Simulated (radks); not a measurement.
Neutral zinc inside a hard spherical wall (all orbitals vanish at R), configuration held at [Ar] 3d10 4s2 and not refilled when levels cross. Method: scalar-relativistic Kohn-Sham, LDA (Slater exchange, Perdew-Wang correlation), spin-polarised, spherical densities, point nucleus; computed with a radial shooting solver on a logarithmic mesh with Libxc functionals. Eigenvalues in eV for spin up, with the zero of energy where the potential of the charges vanishes at infinity; a dash marks a level that is unbound or too diffuse for the functional's potential to be trusted. A positive occupied level is held by the wall or, in an anion where self-interaction has pushed it up, behind a barrier. The pressure on the wall is -dE/dV.

R (bohr)  E (hartree)  kinetic (hartree)    e(3s)    e(3p)    e(3d)   e(4s)  e(4p, empty)  e(5s, empty)  pressure (GPa)
free      -1793.32023           1821.137  -128.63  -83.263  -10.425  -6.220        -1.230        -0.015               0
15        -1793.32023           1821.137  -128.63  -83.263  -10.425  -6.220        -1.226         0.330        < 0.0001
12        -1793.32022           1821.137  -128.63  -83.263  -10.424  -6.219        -1.208         0.755        0.000137
10        -1793.32013           1821.138  -128.62  -83.254  -10.415  -6.211        -1.147         1.483         0.00282
7         -1793.31569           1821.173  -128.38  -83.016  -10.182  -5.992        -0.518         5.436           0.278
6         -1793.30396           1821.245  -127.98  -82.617   -9.792  -5.585         0.301         9.300            1.35
4         -1793.09736           1822.150  -124.56  -79.214   -6.507  -1.234         6.977        34.743            45.2
3         -1792.33730           1824.914  -117.59  -72.340    0.221  10.069        21.701        82.857             413
2.5       -1791.00570           1829.413  -109.31  -64.214    8.529  26.499        41.459        141.04            1590
1.5       -1771.89022           1889.259  -50.227   -3.763   75.818  199.03        224.65        590.55           62000
